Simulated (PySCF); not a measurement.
## What settings do to a single point of Tl(SH)3

The sound run of Tl(SH)3 (singlet) uses PySCF 2.14.0, RKS TPSS, Tl def2-SVP with ECP60, S def2-SVP, H def2-SVP; non-relativistic Hamiltonian with scalar-relativistic core potentials where named; density fitting; no spin-orbit coupling, grid (50, 194), threshold 1e-8 Eh and 55 cycles, at the relaxed geometry:

```xyz
7

Tl    0.7083   -0.2032    0.1556
S    -0.5806    0.3490    2.2225
H    -1.7182    0.6075    1.5261
S    -0.4299   -0.3715   -2.0674
H    -1.6578   -0.1638   -1.5249
S     3.1584   -0.6058    0.3456
H     3.2839   -0.8387   -0.9862
```

There Tl1 has a Mulliken charge of 0.41 e and the dipole about the centre of mass is 1.56 D. Each run below changes one thing and starts from free metal ions and neutral atoms unless it says otherwise; with 55 cycles, smearing, a level shift and second-order steps follow where DIIS fails, and their cycles count. Energy shifts count from the sound run.

| change | outcome | cycles | energy shift (eV) | largest force component (eV/Å) | charge on Tl1 (e) | dipole about the centre of mass (D) |
| --- | --- | --- | --- | --- | --- | --- |
| charge changed by +4, spin kept, limit 93 cycles | not converged | 28 | – | – | – | – |

Task: One further run converged with energy shift (eV) 0.0144, largest force component (eV/Å) 0.02, charge on Tl1 (e) 0.41, dipole about the centre of mass (D) 1.56. Which change was it?
A. threshold 1e-06
B. grid (99, 590)
C. start from the bare core Hamiltonian, limit 84 cycles

Result: B.

Task: And the other changes listed?

Result: 
| change | outcome | cycles | energy shift (eV) | largest force component (eV/Å) | charge on Tl1 (e) | dipole about the centre of mass (D) |
| --- | --- | --- | --- | --- | --- | --- |
| threshold 1e-06 | converged | 9 | 0.0000 | 0.02 | 0.41 | 1.56 |
| start from the bare core Hamiltonian, limit 84 cycles | converged | 14 | 0.0000 | 0.02 | 0.41 | 1.56 |

Forces carry noise of the integration grid, about 0.01 to 0.03 eV/Å.

No frequency check is given that shows the relaxed geometry to be a minimum.
